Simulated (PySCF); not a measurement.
**Unknown compound**

Molecular formula: C4H7F3OSi2. Simulated spectra:

¹H NMR (300 MHz, computed): δ 5.18 (s, 3H), 5.16 (s, 2H), 3.17 (m, 2H).

¹³C{¹H} NMR (computed): δ 134.1 (C), 103.4 (C), 93.8 (C), 30.2 (CH2).

- GFN2-xTB geometry
- σ from GIAO-PBE0/pcSseg-1
- program: PySCF 2.14
- one averaged value for each set of equivalent atoms, relativity neglected, gas phase, one conformer

δ = σ(ref) − σ, references computed at the same level: ¹H, ¹³C vs TMS.

Problem. Which of these isomers gave the spectra?
A. O=C[SiH2]/C([SiH3])=C\C(F)(F)F
B. FC(F)(F)CC#C[SiH2]O[SiH3]
C. O=C/C([SiH3])=C/[SiH2]C(F)(F)F
D. O=C/C([SiH3])=C/C(F)(F)[SiH2]F
E. O=C/C(=C\C(F)(F)F)[SiH2][SiH3]

Solution. B. 

- Rings plus π bonds: 2 (no ring in the answer).
- 4 carbon signals for 4 carbons: no two carbons are equivalent.
- Carbon types of the structure: 3 × C, 1 × CH2, leaving 5 H on heteroatoms.
- δC 134.1: CF3 carbon; 3 electronegative neighbours deshield it.
- δC 103.4, 93.8: alkyne carbon; sp carbons lie upfield of alkene carbons because the cylindrical π system leaves one tensor component strongly shielded.
- δC 30.2: propargylic sp3 CH2; saturated and bonded to C and H only.
- δH 5.18: hydrogen on a silicon bonded to O.
- δH 5.16: hydrogen on a silicon bonded to C, O.

The others: O=C[SiH2]/C([SiH3])=C\C(F)(F)F would give 4 signals for carbon-bound and other non-exchanging H, not 3; O=C/C(=C\C(F)(F)F)[SiH2][SiH3] would give 4 signals for carbon-bound and other non-exchanging H, not 3; O=C/C([SiH3])=C/C(F)(F)[SiH2]F would give 4 signals for carbon-bound and other non-exchanging H, not 3; O=C/C([SiH3])=C/[SiH2]C(F)(F)F would give 4 signals for carbon-bound and other non-exchanging H, not 3.

Splittings by ¹⁹F in the carbon and heteronuclear signals aren't shown, as no couplings were computed. Shifts are as computed. Against solution values, carbons near 30 ppm lie about +3 ppm off and those near 130 ppm about +5 ppm. Of 1211 compounds with measured shifts, 218 miss one by over three times the rms of a fit or turn the order of signals round; such compounds aren't used in these exercises. Multiplicities follow the n + 1 count of equivalent neighbours, as no J values were calculated; m marks all less simple cases, F and P coupling included.
